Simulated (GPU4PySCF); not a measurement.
C8H12CuN4, SMILES CC#[N]->[Cu+](<-[N]#CC)(<-[N]#CC)<-[N]#CC, charge +1, multiplicity 1.

Geometry: PBE-D3(BJ)/def2-TZVP. The multiplicity is an assumed one; other spin states were not compared. The isomer is the one that the SMILES or the coordinates give; other isomers of the formula were not compared.

These are PBE-D3(BJ)/def2-TZVP (GPU4PySCF) values and carry that method's errors.

Frequencies are harmonic and unscaled.

A small imaginary wavenumber (i) marks a very flat motion, where grid noise or a shallow saddle decides the sign.

```json
[
 {"mode": "1", "ν (cm⁻¹)": "7i", "IR (km/mol)": "0.0", "moving atoms (share of kinetic energy)": "H 100 %"},
 {"mode": "2", "ν (cm⁻¹)": "2", "IR (km/mol)": "0.0", "moving atoms (share of kinetic energy)": "H 100 %"},
 {"mode": "3", "ν (cm⁻¹)": "4", "IR (km/mol)": "0.0", "moving atoms (share of kinetic energy)": "H 100 %"},
 {"mode": "4", "ν (cm⁻¹)": "10", "IR (km/mol)": "0.0", "moving atoms (share of kinetic energy)": "H 100 %"},
 {"mode": "5", "ν (cm⁻¹)": "24", "IR (km/mol)": "0.0", "moving atoms (share of kinetic energy)": "C 78 %, H 20 %"},
 {"mode": "6", "ν (cm⁻¹)": "24", "IR (km/mol)": "0.0", "moving atoms (share of kinetic energy)": "C 78 %, H 20 %"},
 {"mode": "7", "ν (cm⁻¹)": "31", "IR (km/mol)": "8.6", "moving atoms (share of kinetic energy)": "C 60 %, H 18 %, Cu 18 %"},
 {"mode": "8", "ν (cm⁻¹)": "31", "IR (km/mol)": "8.6", "moving atoms (share of kinetic energy)": "C 60 %, H 18 %, Cu 18 %"},
 {"mode": "9", "ν (cm⁻¹)": "31", "IR (km/mol)": "8.6", "moving atoms (share of kinetic energy)": "C 60 %, H 18 %, Cu 18 %"},
 {"mode": "10", "ν (cm⁻¹)": "86", "IR (km/mol)": "0.0", "moving atoms (share of kinetic energy)": "N 63 %, C 25 %, H 12 %"},
 {"mode": "11", "ν (cm⁻¹)": "86", "IR (km/mol)": "0.0", "moving atoms (share of kinetic energy)": "N 63 %, C 25 %, H 12 %"},
 {"mode": "12", "ν (cm⁻¹)": "86", "IR (km/mol)": "0.0", "moving atoms (share of kinetic energy)": "N 63 %, C 25 %, H 12 %"},
 {"mode": "13", "ν (cm⁻¹)": "153", "IR (km/mol)": "0.1", "moving atoms (share of kinetic energy)": "N 63 %, C 27 %, H 9 %"},
 {"mode": "14", "ν (cm⁻¹)": "153", "IR (km/mol)": "0.5", "moving atoms (share of kinetic energy)": "N 63 %, C 26 %, H 9 %"},
 {"mode": "15", "ν (cm⁻¹)": "153", "IR (km/mol)": "9.3", "moving atoms (share of kinetic energy)": "N 46 %, Cu 27 %, C 20 %"},
 {"mode": "16", "ν (cm⁻¹)": "153", "IR (km/mol)": "9.4", "moving atoms (share of kinetic energy)": "N 45 %, Cu 28 %, C 20 %"},
 {"mode": "17", "ν (cm⁻¹)": "153", "IR (km/mol)": "9.2", "moving atoms (share of kinetic energy)": "N 46 %, Cu 27 %, C 20 %"},
 {"mode": "18", "ν (cm⁻¹)": "226", "IR (km/mol)": "0.0", "moving atoms (share of kinetic energy)": "C 61 %, N 30 %, H 8 %"},
 {"mode": "19", "ν (cm⁻¹)": "236", "IR (km/mol)": "3.5", "moving atoms (share of kinetic energy)": "C 44 %, Cu 26 %, N 23 %"},
 {"mode": "20", "ν (cm⁻¹)": "237", "IR (km/mol)": "3.5", "moving atoms (share of kinetic energy)": "C 44 %, Cu 27 %, N 23 %"},
 {"mode": "21", "ν (cm⁻¹)": "237", "IR (km/mol)": "3.5", "moving atoms (share of kinetic energy)": "C 44 %, Cu 27 %, N 23 %"},
 {"mode": "22", "ν (cm⁻¹)": "380", "IR (km/mol)": "0.0", "moving atoms (share of kinetic energy)": "C 56 %, N 25 %, H 19 %"},
 {"mode": "23", "ν (cm⁻¹)": "380", "IR (km/mol)": "0.0", "moving atoms (share of kinetic energy)": "C 56 %, N 25 %, H 19 %"},
 {"mode": "24", "ν (cm⁻¹)": "380", "IR (km/mol)": "0.0", "moving atoms (share of kinetic energy)": "C 56 %, N 25 %, H 19 %"},
 {"mode": "25", "ν (cm⁻¹)": "390", "IR (km/mol)": "1.2", "moving atoms (share of kinetic energy)": "C 50 %, N 33 %, H 17 %"},
 {"mode": "26", "ν (cm⁻¹)": "390", "IR (km/mol)": "1.2", "moving atoms (share of kinetic energy)": "C 50 %, N 33 %, H 17 %"},
 {"mode": "27", "ν (cm⁻¹)": "390", "IR (km/mol)": "1.2", "moving atoms (share of kinetic energy)": "C 50 %, N 33 %, H 17 %"},
 {"mode": "28", "ν (cm⁻¹)": "391", "IR (km/mol)": "0.0", "moving atoms (share of kinetic energy)": "C 50 %, N 33 %, H 17 %"},
 {"mode": "29", "ν (cm⁻¹)": "391", "IR (km/mol)": "0.0", "moving atoms (share of kinetic energy)": "C 50 %, N 33 %, H 17 %"},
 {"mode": "30", "ν (cm⁻¹)": "943", "IR (km/mol)": "7.6", "moving atoms (share of kinetic energy)": "C 55 %, N 30 %, H 15 %"},
 {"mode": "31", "ν (cm⁻¹)": "943", "IR (km/mol)": "7.6", "moving atoms (share of kinetic energy)": "C 55 %, N 30 %, H 15 %"},
 {"mode": "32", "ν (cm⁻¹)": "943", "IR (km/mol)": "7.6", "moving atoms (share of kinetic energy)": "C 55 %, N 30 %, H 15 %"},
 {"mode": "33", "ν (cm⁻¹)": "952", "IR (km/mol)": "0.0", "moving atoms (share of kinetic energy)": "C 55 %, N 31 %, H 15 %"},
 {"mode": "34", "ν (cm⁻¹)": "1009", "IR (km/mol)": "0.0", "moving atoms (share of kinetic energy)": "H 66 %, C 34 %"},
 {"mode": "35", "ν (cm⁻¹)": "1009", "IR (km/mol)": "0.0", "moving atoms (share of kinetic energy)": "H 66 %, C 34 %"},
 {"mode": "36", "ν (cm⁻¹)": "1009", "IR (km/mol)": "0.0", "moving atoms (share of kinetic energy)": "H 66 %, C 34 %"},
 {"mode": "37", "ν (cm⁻¹)": "1009", "IR (km/mol)": "1.5", "moving atoms (share of kinetic energy)": "H 66 %, C 34 %"},
 {"mode": "38", "ν (cm⁻¹)": "1009", "IR (km/mol)": "2.5", "moving atoms (share of kinetic energy)": "H 66 %, C 34 %"},
 {"mode": "39", "ν (cm⁻¹)": "1009", "IR (km/mol)": "8.3", "moving atoms (share of kinetic energy)": "H 66 %, C 34 %"},
 {"mode": "40", "ν (cm⁻¹)": "1009", "IR (km/mol)": "6.8", "moving atoms (share of kinetic energy)": "H 66 %, C 34 %"},
 {"mode": "41", "ν (cm⁻¹)": "1009", "IR (km/mol)": "6.2", "moving atoms (share of kinetic energy)": "H 66 %, C 34 %"},
 {"mode": "42", "ν (cm⁻¹)": "1352", "IR (km/mol)": "1.7", "moving atoms (share of kinetic energy)": "H 79 %, C 20 %"},
 {"mode": "43", "ν (cm⁻¹)": "1352", "IR (km/mol)": "1.7", "moving atoms (share of kinetic energy)": "H 79 %, C 20 %"},
 {"mode": "44", "ν (cm⁻¹)": "1352", "IR (km/mol)": "1.7", "moving atoms (share of kinetic energy)": "H 79 %, C 20 %"},
 {"mode": "45", "ν (cm⁻¹)": "1354", "IR (km/mol)": "0.0", "moving atoms (share of kinetic energy)": "H 80 %, C 20 %"},
 {"mode": "46", "ν (cm⁻¹)": "1409", "IR (km/mol)": "0.6", "moving atoms (share of kinetic energy)": "H 97 %"},
 {"mode": "47", "ν (cm⁻¹)": "1409", "IR (km/mol)": "0.3", "moving atoms (share of kinetic energy)": "H 97 %"},
 {"mode": "48", "ν (cm⁻¹)": "1409", "IR (km/mol)": "32.1", "moving atoms (share of kinetic energy)": "H 97 %"},
 {"mode": "49", "ν (cm⁻¹)": "1409", "IR (km/mol)": "9.6", "moving atoms (share of kinetic energy)": "H 97 %"},
 {"mode": "50", "ν (cm⁻¹)": "1409", "IR (km/mol)": "15.2", "moving atoms (share of kinetic energy)": "H 97 %"},
 {"mode": "51", "ν (cm⁻¹)": "1409", "IR (km/mol)": "4.1", "moving atoms (share of kinetic energy)": "H 97 %"},
 {"mode": "52", "ν (cm⁻¹)": "1409", "IR (km/mol)": "26.4", "moving atoms (share of kinetic energy)": "H 97 %"},
 {"mode": "53", "ν (cm⁻¹)": "1409", "IR (km/mol)": "22.6", "moving atoms (share of kinetic energy)": "H 97 %"},
 {"mode": "54", "ν (cm⁻¹)": "2288", "IR (km/mol)": "1.2", "moving atoms (share of kinetic energy)": "C 62 %, N 38 %"},
 {"mode": "55", "ν (cm⁻¹)": "2288", "IR (km/mol)": "1.2", "moving atoms (share of kinetic energy)": "C 62 %, N 38 %"},
 {"mode": "56", "ν (cm⁻¹)": "2288", "IR (km/mol)": "1.2", "moving atoms (share of kinetic energy)": "C 62 %, N 38 %"},
 {"mode": "57", "ν (cm⁻¹)": "2300", "IR (km/mol)": "0.0", "moving atoms (share of kinetic energy)": "C 61 %, N 39 %"},
 {"mode": "58", "ν (cm⁻¹)": "2986", "IR (km/mol)": "0.4", "moving atoms (share of kinetic energy)": "H 97 %"},
 {"mode": "59", "ν (cm⁻¹)": "2986", "IR (km/mol)": "0.0", "moving atoms (share of kinetic energy)": "H 97 %"},
 {"mode": "60", "ν (cm⁻¹)": "2986", "IR (km/mol)": "0.4", "moving atoms (share of kinetic energy)": "H 97 %"},
 {"mode": "61", "ν (cm⁻¹)": "2986", "IR (km/mol)": "0.4", "moving atoms (share of kinetic energy)": "H 97 %"},
 {"mode": "62", "ν (cm⁻¹)": "3062", "IR (km/mol)": "0.9", "moving atoms (share of kinetic energy)": "H 91 %, C 9 %"},
 {"mode": "63", "ν (cm⁻¹)": "3062", "IR (km/mol)": "0.7", "moving atoms (share of kinetic energy)": "H 91 %, C 9 %"},
 {"mode": "64", "ν (cm⁻¹)": "3062", "IR (km/mol)": "1.1", "moving atoms (share of kinetic energy)": "H 91 %, C 9 %"},
 {"mode": "65", "ν (cm⁻¹)": "3062", "IR (km/mol)": "0.7", "moving atoms (share of kinetic energy)": "H 91 %, C 9 %"},
 {"mode": "66", "ν (cm⁻¹)": "3062", "IR (km/mol)": "1.3", "moving atoms (share of kinetic energy)": "H 91 %, C 9 %"},
 {"mode": "67", "ν (cm⁻¹)": "3062", "IR (km/mol)": "0.5", "moving atoms (share of kinetic energy)": "H 91 %, C 9 %"},
 {"mode": "68", "ν (cm⁻¹)": "3062", "IR (km/mol)": "0.9", "moving atoms (share of kinetic energy)": "H 91 %, C 9 %"},
 {"mode": "69", "ν (cm⁻¹)": "3062", "IR (km/mol)": "1.4", "moving atoms (share of kinetic energy)": "H 91 %, C 9 %"}
]
```
